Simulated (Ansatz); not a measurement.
Reaction (isomerisation): `CO[SiH](N)[SiH3]` → `NC([SiH3])[SiH2]O`

Gas-phase electronic energies from Ansatz, PBE0-D4/def2-TZVP geometries. CCSD(T)/CBS is the MP2 limit (def2-TZVPP, def2-QZVPP) plus CCSD(T) − MP2 in def2-TZVPP, frozen cores. DFT in def2-TZVPP. B3LYP here is the variant with VWN-RPA as its local correlation; programs differ in this. One conformer a species, not always the lowest.

```json
{"level": "B2PLYP", "ΔE (kcal/mol)": "15.4"}
{"level": "B3LYP", "ΔE (kcal/mol)": "16.7"}
```

**Question.** What does CCSD(T)/CBS give? (Estimate.)

**Answer.** Computed: +14.2 kcal/mol. The listed levels differ from it by 1.2, 2.5 kcal/mol.

Largest T1 diagnostic among the species: 0.012.

In def2-TZVPP, CCSD(T) changes the Hartree–Fock value by −3.2 kcal/mol (the triples alone add −0.4 kcal/mol) and MP2 by −4.8 kcal/mol.
